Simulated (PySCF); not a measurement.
# Assignment exercise: C₁₀H₂₄Si₃

Geometry (Å), atoms numbered from 1 in this order:
```xyz
37

Si    0.5648   -0.0289    0.3322
C     0.7574    0.0815    2.2065
C     1.6837    0.8117    2.8418
H     0.0318   -0.4621    2.8276
H     2.4404    1.3859    2.2949
H     1.7330    0.8678    3.9355
C     2.2418   -0.1211   -0.5225
C     3.4097   -0.4333    0.0536
H     2.2462    0.0668   -1.6062
H     3.4843   -0.6386    1.1272
H     4.3410   -0.4980   -0.5205
Si   -0.5512    1.9136   -0.3806
C    -1.0202    1.7808   -2.2065
C    -2.1090    2.1516    0.6583
C     0.6020    3.3853   -0.1215
H    -1.4913    2.7147   -2.5549
H    -1.7366    0.9605   -2.3714
H    -0.1375    1.5915   -2.8373
H    -2.8109    1.3126    0.5340
H    -1.8498    2.2201    1.7266
H    -2.6324    3.0792    0.3745
H     0.8806    3.4729    0.9405
H     1.5288    3.2683   -0.7047
H     0.1201    4.3284   -0.4277
Si   -0.5995   -1.9841   -0.2529
C    -2.4223   -1.8600    0.2290
C    -0.4568   -2.2330   -2.1196
C     0.1990   -3.4454    0.6355
H    -2.9515   -2.7997    0.0010
H    -2.9220   -1.0485   -0.3232
H    -2.5411   -1.6574    1.3051
H    -0.8908   -1.3873   -2.6751
H     0.5990   -2.3272   -2.4187
H    -0.9816   -3.1504   -2.4334
H     1.2700   -3.5070    0.3866
H     0.1139   -3.3377    1.7284
H    -0.2775   -4.3972    0.3485
```

How the numbers were obtained: geometry: PBE0-D3(BJ)/def2-SVP, shielding tensors at PBE0/pcSseg-1 (GIAO), in PySCF 2.14.0 with density-fitted response routines (equivalent nuclei averaged, one conformer, in vacuum, relativity neglected).

Scale: 13C and 1H vs TMS (reference shieldings calculated alike).

**Question.** Assign these signals to the numbered atoms. 13C{1H} NMR (computed): δ 143.3 (CH2), 140.0 (CH), -1.4 (CH3).

**Answer.** 
| δ (ppm) | atoms | environment | reason |
| --- | --- | --- | --- |
| 143.3 | C3/C8 | carbon bonded to C, 2 H | – |
| 140.0 | C2/C7 | carbon bonded to C, Si, H | – |
| -1.4 | C13/C14/C15/C26/C27/C28 | carbon bonded to Si, 3 H | – |

**Question.** Assign these signals to the numbered atoms. 1H NMR (400 MHz, computed): δ 6.34 (m, 4H), 6.22 (m, 2H), 0.14 (s, 18H).

**Answer.** 
```tsv
δ (ppm)	atoms	environment	reason
6.34	H5/H6/H10/H11	hydrogen on a carbon bonded to C	–
6.22	H4/H9	hydrogen on a carbon bonded to C, Si	–
0.14	H16/H17/H18/H19/H20/H21/H22/H23/H24/H29/H30/H31/H32/H33/H34/H35/H36/H37	hydrogen on a carbon bonded to Si	–
```

Shifts are as computed. Against solution values, carbons near 30 ppm lie about +2 ppm off and those near 130 ppm about +5 ppm. Of 1313 compounds with measured shifts, 239 miss one by over three times the rms of a fit or turn the order of signals round; such compounds aren't used in these exercises. Multiplicities follow the n + 1 count of equivalent neighbours, as no J values were calculated; m marks all less simple cases, F and P coupling included.
